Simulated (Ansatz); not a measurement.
`[GeH3][CH]1N[SiH2]1`. Total charge 0; spin multiplicity 1.

Z-matrix (Å, degrees):
```
Ge
C 1 1.945
H 1 1.541 2 109.8
H 1 1.541 2 110.9 3 120.4
H 1 1.538 2 108.9 3 -119.7
N 2 1.507 1 114.6 3 170.6
Si 2 1.830 1 125.2 3 99.4
H 2 1.092 1 114.6 3 -51.7
H 6 1.010 2 115.1 1 124.0
H 7 1.480 2 117.9 1 -151.6
H 7 1.477 2 123.9 1 2.8
```

(1) List the harmonic frequencies (cm⁻¹, unscaled) at PBE0-D4/def2-TZVP in Ansatz. (An estimate is asked.)

(2) Is this a minimum?

(3) Give the ideal-gas thermochemistry at 298.15 K and 1 bar (rigid rotor, harmonic oscillator; point group C1, symmetry number 1).

(4) And at 400, 500, 600, 800 and 1000 K?

## Answers

(1) Computed: 118, 145, 206, 440, 480, 551, 566, 652, 671, 712, 728, 807, 835, 876, 885, 930, 969, 1058, 1096, 1283, 2133, 2139, 2155, 2251, 2274, 3094, 3596.

(2) Yes, all 27 modes are real.

(3) Zero-point energy 189.3 kJ/mol; H(298) − E = 208.9 kJ/mol; entropy 336.4 J/(mol·K), of which translation 169.9, rotation 112.5, vibration 53.9; G(298) − E = 108.6 kJ/mol.

(4) 
```json
{"T (K)": "400", "H − E (kJ/mol)": "221.3", "S (J/mol/K)": "372.0", "G − E (kJ/mol)": "72.5"}
{"T (K)": "500", "H − E (kJ/mol)": "235.7", "S (J/mol/K)": "404.2", "G − E (kJ/mol)": "33.6"}
{"T (K)": "600", "H − E (kJ/mol)": "251.9", "S (J/mol/K)": "433.6", "G − E (kJ/mol)": "-8.3"}
{"T (K)": "800", "H − E (kJ/mol)": "288.0", "S (J/mol/K)": "485.5", "G − E (kJ/mol)": "-100.3"}
{"T (K)": "1000", "H − E (kJ/mol)": "327.9", "S (J/mol/K)": "529.9", "G − E (kJ/mol)": "-202.0"}
```
